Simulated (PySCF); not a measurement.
## Worked example: oscillator strength and radiative lifetime

C5H5F, SMILES C=CC=C=CF.

Geometry optimised at B3LYP-D3(BJ)/def2-SVP. The structure was generated by enumeration, and PubChem lists no compound with its InChIKey, so it may never have been made. One conformer was computed; it need not be the lowest.

TDA-LC-ωPBE/def2-SVPD in PySCF puts the first singlet state with f over 0.02 at 6.41 eV (vertical), with the transition dipole (-1.429, -1.814, 1.454) in atomic units.

Q: Find the oscillator strength, the wavelength and the radiative lifetime that this transition would have in vacuum if emission retraced absorption.

A: 
|μ|² = 7.4468 au, so |μ| = 6.94 D. ΔE = 6.41/27.211 = 0.2356 hartree. f = (2/3) ΔE |μ|² = 1.169 (the program prints 1.170).
λ = 1239.84/6.41 = 193 nm; ν = 51700 cm⁻¹.
Einstein's coefficient A = 0.6670 ν² f s⁻¹ (ν in cm⁻¹) = 2.1e9 s⁻¹, so τ = 1/A = 0.48 ns. This state is S2; the lower singlet has f = 0.001. The figure is the radiative limit of this one transition; relaxation, internal conversion, crossing to triplets and a medium change what is measured.
